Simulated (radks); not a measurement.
Re41+, configuration [Ar] 3d10 4s2 4p4.

Method: Dirac Kohn-Sham, exchange-only PBE, spin-unpolarised, spherical densities, finite nucleus; open shells fill j = l - 1/2 first; Fermi nuclear charge, rms radius 5.3698 fm; computed with a radial shooting solver on a logarithmic mesh with Libxc functionals.

Energy parts (hartree):
part                   energy
total             -15638.4156
kinetic            17819.7827
electron-nucleus  -36528.0107
Hartree             3326.0355
exchange            -256.2231

Orbitals (lengths in bohr, moments of r in powers of bohr; r(max) is where P^2 peaks):
orbital  occ.  eigenvalue (hartree)      <r>   r(max)       <r^4>
1s1/2       2             -2699.320  0.01804  0.01124   5.462e-07
2s1/2       2             -525.6235  0.07551  0.06470  0.00008081
2p1/2       2             -506.2453  0.06240  0.04800  0.00004850
2p3/2       4             -453.2387  0.07044  0.05493  0.00007138
3s1/2       2             -172.7896   0.1943   0.1810    0.002799
3p1/2       2             -164.2915   0.1841   0.1692    0.002441
3p3/2       4             -152.3951   0.1982   0.1830    0.003199
3d3/2       4             -138.3917   0.1727   0.1428    0.002102
3d5/2       6             -135.7794   0.1770   0.1466    0.002280
4s1/2       2             -80.87146   0.3921   0.3865     0.04150
4p1/2       2             -77.22348   0.3884   0.3818     0.04123
4p3/2       2             -73.39617   0.4089   0.4038     0.05022
4d3/2       0             -67.57642   0.3964   0.3863     0.04708
4d5/2       0             -66.74446   0.4022   0.3924     0.04966
5s1/2       0             -46.83358   0.6659   0.6885      0.3283

The highest occupied level is 4p3/2 at -1997.2 eV. The electron density at the nucleus is 1.55e+06 e/bohr^3. For comparison, the ionisation energy in NIST's Atomic Spectra Database is 2025 eV (theoretical). In exact Kohn-Sham theory the highest level is minus the ionisation energy, but local and semilocal functionals leave it too shallow, through self-interaction and a potential that decays too fast; potentials with the right tail come closer.

Beside tabulated values, note that spin-unpolarised runs miss the spin-polarisation part of the exchange energy of open shells.
